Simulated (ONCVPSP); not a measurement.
**Potentials for C (Z = 6) compared**

Generated with ld1.x 7.5 (TM, RRKJ, ultrasoft, PAW), atompaw 4.2 or ONCVPSP 4.0.1. The cutoff is in Ry: for ld1.x and atompaw files where the sum of valence levels is converged to 10 mRy in a Bessel basis, for ONCV files where the hardest occupied wave has 1 mHa per electron of residual kinetic energy. The error is the largest all-electron minus pseudo excitation energy over each file’s own four to seven test configurations (ionisations up to +4, promotions, holes and added fractions of an electron), all of which were solved. The labels leave out finer settings (local radius, basis sizes, second energies), which also bear on the numbers. Spin-polarised tests are not counted. The rows are a selection from randomly drawn settings: files with unsolved tests, undetermined cutoffs or missed reference levels are left out.

A true bound ghost makes a file unfit for plane-wave use even where its test errors are small: the radial tests pick states by their node count and pass the ghost by.

| potential | cutoff (Ry) | largest error (meV) | bound ghosts |
| --- | --- | --- | --- |
| ONCV, PBE, non-relativistic, rc 1.10/2.05/1.80 (spd), local smoothed, core correction yes, reference 2s2 2p2, qcut 5.4/6.2/5.7, projectors 1/1/2 | 63 | +688 | none |
| ONCV, LDA (Perdew-Zunger), scalar-relativistic, rc 1.35/2.85 (sp), local smoothed, core correction yes, reference 2s2 2p2, qcut 4/4.6, projectors 2/1 | 166 | +2280 | none |
| ONCV, PBE, scalar-relativistic, rc 1.10/2.05/1.95 (spd), local smoothed, core correction no, reference 2s2 2p1.5, qcut 4.7/8.4/4.2, projectors 2/2/2 | 133 | +198 | none |
| ONCV, Wu-Cohen, scalar-relativistic, rc 1.00/2.65/2.05 (spd), local smoothed, core correction yes, reference 2s1 2p3, qcut 7/4.8/4.9, projectors 2/1/1 | 39 | +1260 | none |
| ONCV, PBEsol, scalar-relativistic, rc 1.35/2.20/2.15 (spd), local smoothed, core correction yes, reference 2s2 2p2, qcut 5.6/5.5/3.8, projectors 3/2/3 | 27 | +884 | none |
| ONCV, PBE, scalar-relativistic, rc 1.25/2.85/2.60 (spd), local smoothed, core correction yes, reference 2s2 2p2, qcut 6.1/4.3/3.5, projectors 2/1/1 | 36 | +2397 | none |

Question: Fill in the row for C: ONCV, PBE, fully relativistic, rc 1.35/2.70/2.30 (spd), local smoothed, core correction yes, reference 2s2 2p2, qcut 5.6/4.1/3.9, projectors 1/1/1.

Answer: cutoff 28 Ry, largest error +2389 meV, bound ghosts: none.

Question: Fill in the row for C: ONCV, PBE, scalar-relativistic, rc 1.00/1.70/1.35 (spd), local smoothed, core correction no, reference 2s2 2p2, qcut 8/9.7/6.2, projectors 2/2/1.

Answer: cutoff 45 Ry, largest error +351 meV, bound ghosts: none.

Question: Fill in the row for C: ONCV, PBEsol, non-relativistic, rc 0.85/2.55/2.25 (spd), local smoothed, core correction yes, reference 2s2 2p2, qcut 7.7/5.4/3.8, projectors 3/2/2.

Answer: cutoff 63 Ry, largest error +1271 meV, bound ghosts: s, p.
